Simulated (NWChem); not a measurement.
System: GeSiH$_{4}$, singlet; SMILES [GeH][SiH3]

Program: NWChem. Low-valent species are run as closed-shell singlets; no triplet was tried in these runs. All runs use the structure optimised with PBE0/def2-SVP. B3LYP is NWChem's, with the RPA form of VWN correlation.

Question: Order these by “orbital gap (eV)”, lowest first: B97-2/def2-TZVP; LDA (Slater exchange, PW92)/def2-TZVP; CAM-B3LYP/def2-TZVP; TPSSh/def2-TZVP.

Answer: LDA (Slater exchange, PW92)/def2-TZVP (1.43), TPSSh/def2-TZVP (2.44), B97-2/def2-TZVP (3.11), CAM-B3LYP/def2-TZVP (5.60)
